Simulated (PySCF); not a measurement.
Isomers of C5H10GeSi, from PBE0-D3(BJ)/def2-SVP geometry optimisation, gas phase (PySCF). One conformer each, no zero-point energy, no frequencies.

Question: Which is lowest in electronic energy at this level?
A. `[CH2:1]=[CH:2][SiH2:3][C:4]#[C:5][GeH2:6][CH3:7]` with C1–C2–Si3–C4 -1°: A = 3244, B = 478.2, C = 450.2 MHz, dipole 1.40 D
B. `[CH:1]#[C:2][C@H:3]([GeH3:4])[SiH2:5][CH:6]=[CH2:7]` with C2–C3–Si5–C6 -179°, C3–Si5–C6–C7 113°: A = 1729, B = 939.6, C = 646.2 MHz, dipole 1.24 D
C. `[CH:1]#[C:2]/[CH:3]=[CH:4]\[GeH2:5][CH2:6][SiH3:7]` with C3–C4–Ge5–C6 63°, C4–Ge5–C6–Si7 55°: A = 1676, B = 1021, C = 821.1 MHz, dipole 0.67 D

Answer: A. That is `C=C[SiH2]C#[C][GeH2][CH3]`, 12.5 kcal/mol below the next.

```tsv
SMILES	mapped SMILES	E (Eh)	relative (kcal/mol)	relative (kJ/mol)	dipole (D)
C=C[SiH2]C#[C][GeH2][CH3]	[CH2:1]=[CH:2][SiH2:3][C:4]#[C:5][GeH2:6][CH3:7]	-2561.85911	0.0	0.0	1.40
C#C/C=[CH]\[GeH2][CH2][SiH3]	[CH:1]#[C:2]/[CH:3]=[CH:4]\[GeH2:5][CH2:6][SiH3:7]	-2561.83912	12.5	52.5	0.67
C#C[C@H]([GeH3])[SiH2]C=C	[CH:1]#[C:2][C@H:3]([GeH3:4])[SiH2:5][CH:6]=[CH2:7]	-2561.83650	14.2	59.4	1.24
```
